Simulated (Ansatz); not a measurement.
```xyz
11

B    -0.616    0.043    1.464
C    -0.831   -0.425    0.010
C     0.010    0.204   -1.102
Zn    1.912    0.389   -0.670
H    -1.442   -0.132    2.314
H     0.442    0.519    1.794
H    -0.534   -1.488    0.159
H    -1.894   -0.503   -0.255
H    -0.101   -0.348   -2.042
H    -0.366    1.213   -1.313
H     3.420    0.527   -0.359
```

Total charge 0; spin multiplicity 1.

(1) List the ωB97M-V/def2-TZVPP orbital energies in eV (the Gaussian-basis code of Ansatz). (An estimate is asked.)

Answers

(1) Ansatz gave: Occupied: -9465.01, -1156.27, -1016.71, -1016.71, -1016.62, -281.00, -280.86, -187.86, -136.07, -91.45, -91.44, -91.27, -23.67, -19.89, -16.91, -16.73, -16.72, -16.71, -16.65, -16.12, -14.48, -13.97, -12.63, -11.60, -11.35, -11.07, -9.29. Lowest empty: 0.47, 1.06, 1.18, 1.92, 2.92, 3.02, 3.43, 3.92.
